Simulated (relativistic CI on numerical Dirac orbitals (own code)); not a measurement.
Ti³⁺ in a cubic cluster: L2,3 absorption with charge transfer

Computed with a charge-transfer multiplet model of a cubic metal-ligand cluster with up to one ligand hole, Slater and spin-orbit integrals from Dirac-Coulomb-Breit ions, Slater integrals scaled by 0.9. The ground state mixes d1 with configurations of k ligand holes L, whose averages lie at kΔ + k(k − 1)U_dd/2; a core hole lowers each added d electron by U_cd. 20 K, Lorentzian 0.4 eV and Gaussian 0.3 eV FWHM.

Atomic integrals in eV (Slater integrals scaled, ζ unscaled), ground: F2dd 7.400, F4dd 4.602, zeta_d 0.017; with the core hole: F2dd 9.239, F4dd 5.798, zeta_d 0.027, zeta_core 3.743, F2cd 5.060, G1cd 3.685, G3cd 2.090. Where a configuration has fewer than two d electrons, the dd integrals are those of d2.

Cluster parameters (eV): Δ = 4.8, U_dd = 4.2, 10Dq = 1.7, 10Dq(ligand) = 0.6, V(eg) = 2.1, V(t2g) = -1.01, final-state hopping factor = 0.8.

```json
{"Case": "U_cd = 3.3 eV", "n_d": "1.27", "d1": "0.73", "d2L": "0.27", "S": "0.50"}
{"Case": "U_cd = 4.5 eV", "n_d": "1.27", "d1": "0.73", "d2L": "0.27", "S": "0.50"}
{"Case": "U_cd = 5.1 eV", "n_d": "1.27", "d1": "0.73", "d2L": "0.27", "S": "0.50"}
{"Case": "U_cd = 5.7 eV", "n_d": "1.27", "d1": "0.73", "d2L": "0.27", "S": "0.50"}
{"Case": "U_cd = 6.3 eV", "n_d": "1.27", "d1": "0.73", "d2L": "0.27", "S": "0.50"}
```

Weights, n_d and S are thermal averages at 20 K. Photon energies count from the first peak over 30 % of the highest in each spectrum, which can be another peak from case to case. The parameters are a model scan and need not match a compound or its usual spin state. Peaks in eV (height, largest 100):
- U_cd = 3.3 eV: -2.1 (20), 0.0 (34), 2.0 (83), 3.2 (77), 4.8 (45), 6.2 (77), 7.5 (100)
- U_cd = 4.5 eV: -2.0 (22), 0.0 (38), 1.9 (91), 3.3 (83), 6.2 (88), 7.5 (100)
- U_cd = 5.1 eV: -2.1 (22), 0.0 (37), 1.9 (90), 3.2 (78), 6.2 (90), 7.6 (100)
- U_cd = 5.7 eV: -2.1 (22), 0.0 (37), 1.9 (90), 3.3 (75), 5.2 (54), 6.2 (93), 7.5 (100)
- U_cd = 6.3 eV: -2.0 (22), 0.0 (38), 1.9 (93), 3.3 (75), 5.0 (55), 6.2 (94), 7.5 (100), 11.0 (5)

Curve for U_cd = 5.1 eV (points under 2 left out, the grid thinned):

(E (eV), Intensity): (-3.7, 2.1), (-3.3, 2.9), (-3.0, 4.0), (-2.6, 8.7), (-2.2, 20.8), (-1.9, 19.4), (-1.5, 14.9), (-1.2, 17.6), (-0.8, 29.3), (-0.4, 35.8), (-0.1, 37.0), (0.3, 33.7), (0.7, 33.3), (1.0, 45.1), (1.4, 74.7), (1.8, 89.4), (2.1, 82.6), (2.5, 50.4), (2.8, 53.6), (3.2, 78.4), (3.6, 66.3), (3.9, 54.4), (4.3, 36.2), (4.7, 43.0), (5.0, 48.8), (5.4, 53.3), (5.8, 68.5), (6.1, 88.2), (6.5, 80.2), (6.8, 81.5), (7.2, 94.5), (7.6, 100.0), (7.9, 87.6), (8.3, 49.6), (8.7, 20.5), (9.0, 13.3), (9.4, 9.8), (9.8, 6.3), (10.1, 4.9), (10.5, 4.5), (10.8, 4.3), (11.2, 3.5), (11.6, 3.1), (11.9, 2.8), (12.3, 2.1)

For the case U_cd = 5.1 eV, Δ = 4.8 eV is larger than U_dd = 4.2 eV, the Mott-Hubbard side of the Zaanen-Sawatzky-Allen scheme. With the core hole the configuration with one ligand hole lies at Δ + U_dd − U_cd = 5.7, 4.5, 3.9, 3.3, 2.7 eV from the one without, in the order of the table; where this is negative the screened configuration lies lower, though the effective hopping of about 3.7 eV (from the holes of the mixed ground state) mixes the two strongly wherever it is as large as the gap.

With at most 1 ligand hole the space is cut while the next configuration still counts, so covalency is underestimated, and a final configuration with one more ligand hole, which can lie low, is missing from the spectra.
